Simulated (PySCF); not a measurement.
Radial density of O (oxygen, neutral)

UHF, [He] 2s2 2p4, high-spin 3P determinant. Calculation: PySCF 2.14, in x2c-TZVPPall with one added diffuse shell each of s, p, d type (6s4p3d1f, 40 functions); the spin-free X2C one-electron Hamiltonian (Gaussian nucleus).

```json
{"r (bohr)": "0.00275", "4πr²ρ (e/bohr)": "0.02988", "4πr²(ρα − ρβ)": "0.0000"}
{"r (bohr)": "0.00463", "4πr²ρ (e/bohr)": "0.08157", "4πr²(ρα − ρβ)": "0.0000"}
{"r (bohr)": "0.00778", "4πr²ρ (e/bohr)": "0.2159", "4πr²(ρα − ρβ)": "0.0001"}
{"r (bohr)": "0.0131", "4πr²ρ (e/bohr)": "0.5559", "4πr²(ρα − ρβ)": "0.0003"}
{"r (bohr)": "0.0220", "4πr²ρ (e/bohr)": "1.354", "4πr²(ρα − ρβ)": "0.0007"}
{"r (bohr)": "0.0370", "4πr²ρ (e/bohr)": "3.003", "4πr²(ρα − ρβ)": "0.0022"}
{"r (bohr)": "0.0623", "4πr²ρ (e/bohr)": "5.674", "4πr²(ρα − ρβ)": "0.0076"}
{"r (bohr)": "0.105", "4πr²ρ (e/bohr)": "8.228", "4πr²(ρα − ρβ)": "0.0316"}
{"r (bohr)": "0.176", "4πr²ρ (e/bohr)": "7.778", "4πr²(ρα − ρβ)": "0.1299"}
{"r (bohr)": "0.296", "4πr²ρ (e/bohr)": "4.227", "4πr²(ρα − ρβ)": "0.4687"}
{"r (bohr)": "0.498", "4πr²ρ (e/bohr)": "3.369", "4πr²(ρα − ρβ)": "1.1774"}
{"r (bohr)": "0.838", "4πr²ρ (e/bohr)": "4.767", "4πr²(ρα − ρβ)": "1.6215"}
{"r (bohr)": "1.41", "4πr²ρ (e/bohr)": "2.962", "4πr²(ρα − ρβ)": "0.9429"}
{"r (bohr)": "2.37", "4πr²ρ (e/bohr)": "0.5968", "4πr²(ρα − ρβ)": "0.1626"}
{"r (bohr)": "3.99", "4πr²ρ (e/bohr)": "0.03163", "4πr²(ρα − ρβ)": "0.0046"}
{"r (bohr)": "6.71", "4πr²ρ (e/bohr)": "0.0001025", "4πr²(ρα − ρβ)": "-0.0001"}
```

Densities and radii are taken from the X2C orbitals without a picture-change correction, which distorts them close to the nucleus.
